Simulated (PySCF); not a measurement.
Species: C₈H₁₅P.
Structure used (PBE0-D3(BJ)/def2-SVP), in Å, numbered top down from 1:
```xyz
24
C8H15P angstrom
C      2.480   -1.579    0.775
C      1.280   -1.083    1.099
P      0.613    0.539    0.615
C      1.563    0.850   -0.911
C      2.009    2.070   -1.223
C     -1.088    0.049   -0.081
C     -1.935   -0.428    1.100
C     -1.698    1.325   -0.661
C     -1.011   -1.035   -1.151
H      3.163   -1.054    0.100
H      2.832   -2.529    1.189
H      0.656   -1.644    1.806
H      1.763    0.010   -1.589
H      2.556    2.264   -2.152
H      1.841    2.924   -0.559
H     -1.561   -1.371    1.525
H     -2.971   -0.610    0.766
H     -1.967    0.323    1.905
H     -1.103    1.712   -1.502
H     -2.716    1.121   -1.033
H     -1.768    2.119    0.099
H     -0.514   -1.943   -0.775
H     -0.461   -0.690   -2.039
H     -2.026   -1.315   -1.480
```

Level of theory: PBE0-D3(BJ)/def2-SVP geometry optimisation, gas phase in PySCF 2.14.0.

Masses are those of the commonest isotopes; rigid-rotor values at the optimised geometry. The values belong to one conformer with, in the numbering `[CH2:1]=[CH:2][P:3]([CH:4]=[CH2:5])[C:6]([CH3:7])([CH3:8])[CH3:9]`, C1–C2–P3–C4 25°, C2–P3–C4–C5 -142°.

Problem. What are A, B and C (GHz)?

Solution. Ia = 314.36, Ib = 420.25, Ic = 580.64 u·Å²; 505379 MHz·u·Å²/I gives 1608, 1203 and 870.4 MHz, that is A = 1.6076, B = 1.2026, C = 0.8704 GHz.

Problem. What kind of rotor is it?

Solution. An asymmetric top; Ray's κ = -0.099.

Problem. Is it planar, by Δ = Ic − Ia − Ib?

Solution. Not planar: Δ = Ic − Ia − Ib = -153.98 u·Å². For a rigid frame Δ = −2 Σ m c², so Σ m c² = 76.99 u·Å² lies off the ab plane: 21.41 from hydrogen and 55.57 from heavier atoms. The atom farthest from that plane is 2.16 Å away.

Problem. List the rotational levels J(Ka,Kc) to J = 3 (MHz).

Solution. Above 0(0,0):
J = 1: 1(0,1) 2073, 1(1,1) 2478, 1(1,0) 2810
J = 2: 2(0,2) 6082, 2(1,2) 6292, 2(1,1) 7288, 2(2,1) 8503, 2(2,0) 8640
J = 3: 3(0,3) 11859, 3(1,3) 11939, 3(1,2) 13893, 3(2,2) 14722, 3(2,1) 15300, 3(3,1) 17651, 3(3,0) 17690

Problem. Which lines would a microwave search look for?

Solution. The dipole components are |μa| = 0.34 D, |μb| = 0.15 D, |μc| = 1.08 D. Intensities carry the squares of the components, which stand as 0.10 : 0.02 : 1.00 (a : b : c). Some lines, for components of 0.1 D or more:

| type | branch | J(Ka,Kc) | MHz | lower level (cm⁻¹) |
| --- | --- | --- | --- | --- |
| a | Q | 1(1,0) ← 1(1,1) | 332 | 0.083 |
| b | Q | 1(1,0) ← 1(0,1) | 737 | 0.069 |
| a | Q | 2(1,1) ← 2(1,2) | 997 | 0.210 |
| b | Q | 2(1,1) ← 2(0,2) | 1206 | 0.203 |
| c | Q | 2(2,1) ← 2(1,1) | 1215 | 0.243 |
| b | Q | 2(2,0) ← 2(1,1) | 1352 | 0.243 |
| b | R | 2(0,2) ← 1(1,1) | 3604 | 0.083 |
| a | R | 2(1,2) ← 1(1,1) | 3814 | 0.083 |
| a | R | 2(1,1) ← 1(1,0) | 4478 | 0.094 |
| b | R | 2(2,1) ← 1(1,0) | 5693 | 0.094 |
| c | R | 2(2,1) ← 1(1,1) | 6025 | 0.083 |

No frequency check. Constants of a rigid frame at the computed geometry: no zero-point averaging, no centrifugal distortion. A rigid rotor knows nothing of internal rotation, which can split or shift real lines.
